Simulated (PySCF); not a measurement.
Bonds broken one at a time in the series In NH2-H. Isolated molecules, 0 K electronic values unless said otherwise. One relaxed conformer stands for each flexible species; it need not be the lowest. Strings in code marks are SMILES.

Computed with PySCF with CAM-B3LYP-D3(BJ)/def2-TZVP. All candidates: neutral, multiplicity 1. 

```yaml
HOMO–LUMO gap: 8.06 eV
HOMO: -8.36 eV
```

Question: Say which member has these values.
(A) `[NH2][InH2]`
(B) `[InH3]`
(C) `[NH2][InH][NH2]`

Answer: A, `[NH2][InH2]`. The others give `[InH3]`: 8.43 eV, -9.55 eV; `[NH2][InH][NH2]`: 8.36 eV, -7.98 eV
